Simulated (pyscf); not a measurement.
`[O]=[Os](=[O])(=[O])=[O]` + `[OH][SiH3]` → `[O]=[Os](=[O])(=[O])([OH])[O][SiH3]` (addition across a multiple bond or ene-type step; singlet surface; H–O broken, O–Os, H–O formed). Optimised with ωB97X-D3(BJ)/def2-SVP in PySCF. Rate constants from transition-state theory at the high-pressure limit, ωB97M-D3(BJ)/def2-TZVP energies (ideal gas, 1 atm, RRHO with modes under 100 cm⁻¹ raised to 100, one conformer, R ln 2 for chiral ones without a mode under 150 cm⁻¹; no tunnelling), k in cm³ molecule⁻¹ s⁻¹.

| T (K) | 1000/T | log10 k |
|---|---|---|
| 298 | 3.354 | -33.26 |
| 600 | 1.667 | -23.27 |
| 900 | 1.111 | ? |
| 1200 | 0.833 | -17.90 |

### Question
Fit an Arrhenius line to the three values, give the activation energy, and predict k at 900 K.

### Answer
Least squares gives log10 k = -12.97 − 6.07 × 1000/T, so Ea = 6.07 × ln 10 × 1.987 = 27.8 kcal/mol, against an electronic barrier of 26.8. At 900 K the line gives -19.71; the computed value is -19.77 (ΔG‡ = 58.2 kcal/mol), close to the line. On the reactant side the descent ends in a complex, 6.1 kcal/mol under the separated species and 30.1 kcal/mol under the saddle at ωB97X-D3(BJ)/def2-TZVP. On the product side the descent ends in a point that may be a rotor saddle (no frequency run), 1.5 kcal/mol over the lowest minimum found and 10.5 kcal/mol under the saddle at ωB97X-D3(BJ)/def2-TZVP. At ωB97X-D3(BJ)/def2-TZVP the barrier from the zero used here is 24.0 kcal/mol. This is the saddle that the search found; another between the same sides may lie lower. Elements past Kr carry the def2 core potentials, without spin-orbit coupling.
